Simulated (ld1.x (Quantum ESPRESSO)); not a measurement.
arsenic, TM: configuration errors across variants

As (Z = 33), norm-conserving Troullier–Martins (Kleinman–Bylander form), made with ld1.x (Quantum ESPRESSO) 7.5 (LDA (PZ), scalar-relativistic). Core [Ar] 3d10, reference 4s2 4p1 (charge +2). Waves: 4s (bound): rc 1.45 bohr; 4p (bound): rc 1.75 bohr. Local part: all-electron potential smoothed inside 1.55 bohr (lloc = -1). Core correction: a·sin(br)/r model core inside 0.75 bohr.

All-electron excitation energies from the reference (eV): (1) 4s2 4p3 -27.488; (2) 4s2 4p2 -18.162; (3) 4s2 4p0 28.040; (4) 4s2 4p3.3 -28.766; (5) 4s1 4p3 -8.001; (6) 4s2 4p2.5 -23.851; (7) 4s1 4p0 79.154; (8) 4s2 4p1 spin -0.226; (9) 4s2 4p3 spin -28.812.

Spin tests fill each open shell by Hund’s rule, majority spin first.

2 further variants failed, have other tests or another functional or relativity, and are left out.

A true bound ghost makes a file unfit for plane-wave use even where its test errors are small: the radial tests pick states by their node count and pass the ghost by.

Errors AE − PS in meV (a dash: test not solved or not reliable):

```tsv
change	(1)	(2)	(3)	(4)	(5)	(6)	(7)	(8)	(9)	bound ghosts
base	+0.4	-0.4	-18	+1.4	+0.4	-0.6	-162	+0.4	+7.1	none
wave 4s (bound): rc 1.45 bohr becomes 4s (bound): rc 1.66 bohr	+0.4	-0.4	-18	+1.4	+0.3	-0.6	-163	+0.4	+7.1	none
wave 4p (bound): rc 1.75 bohr becomes 4p (bound): rc 2.24 bohr	-2.0	-1.9	-23	-0.8	+1.3	-2.7	-180	-1.6	-2.3	none
local potential the p channel	-15	-6.2	-29	-16	-0.5	-11	-210	0.0	-11	none
core correction a·sin(br)/r model core inside 0.92 bohr	+0.4	-0.4	-18	+1.4	+0.4	-0.6	-162	+0.4	+7.3	none
local potential all-electron potential smoothed inside 2.10 bohr (lloc = -1)	-8.1	-3.5	-23	-8.5	-0.2	-6.4	-186	+0.2	-3.0	none
type ultrasoft; waves now 4s (bound): rcut 1.25, rcutus 1.45 bohr; 4s channel at 1.7 Ry: rcut 1.25, rcutus 1.45 bohr; 4p (bound): rcut 1.50, rcutus 1.75 bohr; 4p channel at -0.3 Ry: rcut 1.50, rcutus 1.75 bohr; local potential all-electron potential smoothed inside 1.60 bohr (lloc = -1); augmentation PSQ, inside the norm-conserving radii	-26	-10	-35	-28	-0.9	-19	-292	-2.4	-35	none
```

Give the same row for: all radii but the core radius scaled by about 0.86 (s 1.24, p 1.50 bohr); local potential all-electron potential smoothed inside 1.34 bohr (lloc = -1).

+13, +4.7, -4.4, +16, -1.5, +8.6, -78, +0.1, +19; bound ghosts: d.
